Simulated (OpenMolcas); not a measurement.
## Pd3+: ligand-field states by method

Pd3+ with its 6 nearest fluoride ions at 2.108 Å, on the Y site of Cs2NaYF6 (a = 9.075 Å, distance in the model lattice 2.178 Å). The rest of the host is ab initio model potentials to 7.6 Å, with orthogonalisation functions on the cations behind the ligands, and point charges beyond; the distance is set by hand and nothing relaxes. Ligand basis ANO-RCC-VDZP.

| Property | Result |
| --- | --- |
| Program | OpenMolcas 26.06 |
| Basis | ANO-RCC-VDZP [6s5p3d1f] |
| Scalar Hamiltonian | DKH2, point nucleus |
| Active space | 7 electrons in 5 orbitals (4d) |
| State averaging | 2S+1 = 4 even, 10 roots; 2S+1 = 2 even, 40 roots |
| Spin-orbit coupling | RASSI with atomic mean-field integrals over the reference wave functions |

I. CASSCF
II. SS-CASPT2, IPEA 0.25 Eh, imaginary shift 0.1 Eh (closed shells correlated: 4s 4p and the ligand valence shells)

Spin-free states (labels of O, the rotations of Oh) in cm-1, each column counted from its own energy of the first state listed:

```csv
State,Degeneracy,I,II
2E,2,0,0
4T1,3,439,8910
2S+1 = 2,3,13930,16870
2S+1 = 2,3,14435,17560
4T2,3,15260,28780
```

From I to II, I's first state of the same spin (2S+1 = 2) moves from 13930 to 16870 cm-1, by about +2900 cm-1.

From I to II, I's first state of another spin (4T1) moves from 439 to 8910 cm-1, by about +8500 cm-1.

I: A least-squares ligand-field fit to the states below 45000 cm-1, each weighted by its degeneracy and with a free common offset, gives 10Dq = 16592 cm-1, B = 802 cm-1 and C = 3263 cm-1 (C/B = 4.07), with an rms deviation of 316 cm-1. The same method and metal basis give the free ion B = 990 cm-1 (fit to its terms below 60000 cm-1, rms deviation 15 cm-1), so the nephelauxetic ratio is β = 802 / 990 = 0.81; it hangs on how both fits weigh the states, and computed free-ion B values tend to be too large, so β mixes covalency with correlation.

χT at 300 K: I 1.25, II 0.51 cm3 K/mol.

Roots that are degenerate in the reference are averaged as groups; the widest CASPT2 spread within a group is 480 cm-1 (the 3-fold group of multiplicity 2 near 17600 cm-1 above the lowest state of its run, II). Shifts and gaps below about the spread of the groups concerned are not significant. Over all roots computed the reference weight is 0.68 to 0.72 in II; a low but even weight reflects the number of correlated electrons. An orbital doublet at a regular site is open to a Jahn-Teller distortion, which this geometry leaves out. This shell can be high or low spin here, a state of another spin lies low, and with metal d orbitals alone active their balance is uncertain, so the ground spin may be wrong, although the usual error favours high spin. The least metal-like active orbital is 77 % on the metal (Löwdin) and no ligand orbital is active, so the numbers are rough. Ligand-to-metal charge-transfer states are missing. With no ligand orbital active B as a rule stays too high, so bands that hang on it stand too high and its fall with covalency is understated. Spin-orbit coupling mixes the spin-free states strongly: the lowest level takes only 58 % from its leading state, 2E (holds for I). Without dynamic correlation the repulsion within the d shell is too large (B by tens of per cent), so at a given field states of lower spin stand too high (holds for I). With metal d orbitals alone the field can be off either way by tens of per cent (holds for I). With one d shell and no ligand orbital active, 10Dq can be off by a tenth or more (holds for II). No measured value stands beside these numbers; the geometry was set by hand and not optimised.
